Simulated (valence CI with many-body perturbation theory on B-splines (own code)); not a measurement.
## E1 line list for Lu²¹⁺

Computed by configuration interaction combined with many-body perturbation theory (CI+MBPT): four valence electrons over a frozen Dirac-Fock core [Kr] 4d10, radial functions for each j: 7 s, 7 p, 7 d, 7 f, 4 g, 2 h, with the one-electron correlation potential Σ1, the two-electron term Σ2, the three-electron term Σ3, Breit, model QED; selected CI, second order for the rest, scaled by the run's own slope (own B-spline code, finite nucleus).

No measured levels were compared; by estimate terms of the open shell hold to a few per cent of their energy, and close levels can change places.

Lines 1 to 50 of 320 in falling wavelength, among levels below 828330 cm⁻¹, chosen from the strongest by gf and those to the six lowest levels. Wavelengths and rates use the calculated energies, so an error of 2000 cm⁻¹ moves a line at 600.5 Å by 1.2 % and its rate by three times that or more. Electric multipoles are in the length gauge, E1 and E2 with the static RPA response of the core. Weak lines are less certain than strong ones. Lines between different terms over intervals too small for the method are left out, as are lines whose strength nearly cancels. Where a level lies close to another of its J and parity, the split of strength between their lines is uncertain. The highest levels of a list are the least certain.

Names give the largest LS component (configuration and term), which can be under half, so a name can repeat, a term be missing and a line seem to break the LS rules; names also repeat where a configuration has a term twice. Letters in brackets count levels of one name in rising energy.

| λ vac (Å) | Upper | Lower | A (s⁻¹) | log gf | Branch % |
| --- | --- | --- | --- | --- | --- |
| 600.5 | 4f3 5p 3H_4 | 4f3 5s 3G°_3 [d] | 3.09e+04 | -4.82 | 0.0 |
| 552.7 | 4f3 5p 5I_5 | 4f3 5s 3G°_4 [c] | 3.59e+04 | -4.74 | 0.0 |
| 525.1 | 4f3 5p 5G_2 | 4f3 5s 3G°_3 [d] | 4.45e+05 | -4.04 | 0.0 |
| 520.8 | 4f3 5p 3I_5 | 4f3 5s 1G°_4 [b] | 2.29e+05 | -3.99 | 0.0 |
| 506.7 | 4f3 5p 5K_5 | 4f3 5s 3H°_5 | 4.78e+04 | -4.69 | 0.0 |
| 493.7 | 4f3 5p 5G_2 | 4f3 5s 1D°_2 [b] | 1.10e+05 | -4.70 | 0.0 |
| 492.6 | 4f3 5p 5I_5 | 4f3 5s 1H°_5 [b] | 5.12e+04 | -4.69 | 0.0 |
| 480.7 | 4f3 5p 5K_5 | 4f3 5s 3G°_5 [c] | 2.10e+05 | -4.10 | 0.0 |
| 466.8 | 4f3 5p 5K_6 | 4f3 5s 3H°_5 | 9.95e+04 | -4.37 | 0.0 |
| 464.2 | 4f3 5p 5K_5 | 4f3 5s 3I°_5 [b] | 1.12e+06 | -3.40 | 0.0 |
| 463.7 | 4f3 5p 5H_6 | 4f3 5s 1H°_5 [b] | 4.34e+05 | -3.74 | 0.0 |
| 463.6 | 4f3 5p 5K_6 | 4f3 5s 1I°_6 | 5.06e+05 | -3.67 | 0.0 |
| 461.9 | 4f3 5p 3H_4 | 4f3 5s 3G°_5 [c] | 9.66e+04 | -4.56 | 0.0 |
| 456.2 | 4f3 5p 5I_5 | 4f3 5s 3H°_4 [b] | 1.18e+05 | -4.39 | 0.0 |
| 456.1 | 4f3 5p 5I_5 | 4f3 5s 1I°_6 | 2.50e+05 | -4.07 | 0.0 |
| 455.7 | 4f3 5p 5G_2 | 4f3 5s 3D°_1 [d] | 1.65e+05 | -4.59 | 0.0 |
| 455.7 | 4f3 5p 5K_6 | 4f3 5s 3L°_7 [b] | 3.32e+05 | -3.87 | 0.0 |
| 453.0 | 4f3 5p 5K_6 | 4f3 5s 3I°_7 [b] | 1.31e+05 | -4.28 | 0.0 |
| 452.0 | 4f3 5p 5K_5 | 4f3 5s 3G°_4 [b] | 7.62e+04 | -4.59 | 0.0 |
| 450.2 | 4f3 5p 3I_5 | 4f3 5s 1H°_5 [b] | 5.07e+05 | -3.77 | 0.0 |
| 449.0 | 4f3 5p 3D_1 | 4f3 5s 3D°_2 [e] | 4.07e+05 | -4.43 | 0.0 |
| 448.1 | 4f3 5p 5G_2 | 4f3 5s 3D°_2 [d] | 2.53e+05 | -4.42 | 0.0 |
| 447.1 | 4f3 5p 3D_1 | 4f3 5s 3D°_1 [d] | 1.67e+06 | -3.82 | 0.0 |
| 446.6 | 4f3 5p 3H_4 | 4f3 5s 3I°_5 [b] | 3.00e+05 | -4.09 | 0.0 |
| 444.7 | 4f3 5p 5K_6 | 4f3 5s 3G°_5 [c] | 1.33e+05 | -4.29 | 0.0 |
| 443.3 | 4f3 5p 5K_7 | 4f3 5s 1L°_8 | 2.02e+05 | -4.05 | 0.0 |
| 442.4 | 4f3 5p 3I_5 | 4f3 5s 3H°_6 [b] | 8.91e+04 | -4.54 | 0.0 |
| 442.2 | 4f3 5p 3H_4 | 4f3 5s 3D°_3 [b] | 6.41e+04 | -4.77 | 0.0 |
| 442.2 | 4f3 5p 5G_2 | 4f3 5s 3D°_3 [c] | 2.32e+05 | -4.47 | 0.0 |
| 437.7 | 4f3 5p 5I_5 | 4f3 5s 3G°_5 [c] | 1.31e+05 | -4.38 | 0.0 |
| 436.8 | 4f3 5p 5K_6 | 4f3 5s 3I°_6 [b] | 6.77e+05 | -3.60 | 0.0 |
| 435.3 | 4f3 5p 3H_4 | 4f3 5s 3G°_4 [b] | 2.89e+05 | -4.13 | 0.0 |
| 434.6 | 4f3 5p 5K_7 | 4f3 5s 1I°_6 | 1.55e+06 | -3.18 | 0.0 |
| 433.9 | 4f3 5p 3H_4 | 4f3 5s 3D°_3 [a] | 4.30e+05 | -3.96 | 0.0 |
| 431.1 | 4f3 5p 5H_6 | 4f3 5s 1I°_6 | 9.29e+05 | -3.47 | 0.0 |
| 431.0 | 4f3 5p 5K_5 | 4f3 5s 3G°_4 [a] | 1.51e+05 | -4.33 | 0.0 |
| 430.5 | 4f3 5p 5K_6 | 4f3 5s 3I°_5 [b] | 1.19e+06 | -3.37 | 0.0 |
| 430.1 | 4f3 5p 5I_5 | 4f3 5s 3I°_6 [b] | 5.31e+05 | -3.79 | 0.0 |
| 428.2 | 4f3 5p 5G_2 | 4f3 5s 3D°_1 [c] | 1.11e+06 | -3.82 | 0.0 |
| 427.8 | 4f3 5p 5K_5 | 4f3 5s 1H°_5 [a] | 2.80e+05 | -4.07 | 0.0 |
| 427.7 | 4f3 5p 5K_7 | 4f3 5s 3L°_7 [b] | 8.98e+05 | -3.43 | 0.0 |
| 425.3 | 4f3 5p 5K_7 | 4f3 5s 3L°_8 | 3.36e+06 | -2.86 | 0.0 |
| 425.3 | 4f3 5p 5K_7 | 4f3 5s 3I°_7 [b] | 8.52e+04 | -4.46 | 0.0 |
| 424.0 | 4f3 5p 5I_5 | 4f3 5s 3I°_5 [b] | 2.62e+05 | -4.11 | 0.0 |
| 423.0 | 4f3 5p 5G_2 | 4f3 5s 3D°_2 [c] | 1.86e+05 | -4.60 | 0.0 |
| 422.8 | 4f3 5p 5G_2 | 4f3 5s 3D°_1 [b] | 9.79e+05 | -3.88 | 0.0 |
| 422.4 | 4f3 5p 3H_4 | 4f3 5s 3G°_3 [c] | 5.28e+06 | -2.90 | 0.0 |
| 421.9 | 4f3 5p 5H_6 | 4f3 5s 3I°_7 [b] | 1.84e+06 | -3.20 | 0.0 |
| 421.4 | 4f3 5p 5I_5 | 4f3 5s 3G°_5 [b] | 1.70e+05 | -4.30 | 0.0 |
| 421.0 | 4f3 5p 5K_5 | 4f3 5s 3K°_6 | 3.37e+06 | -3.01 | 0.0 |
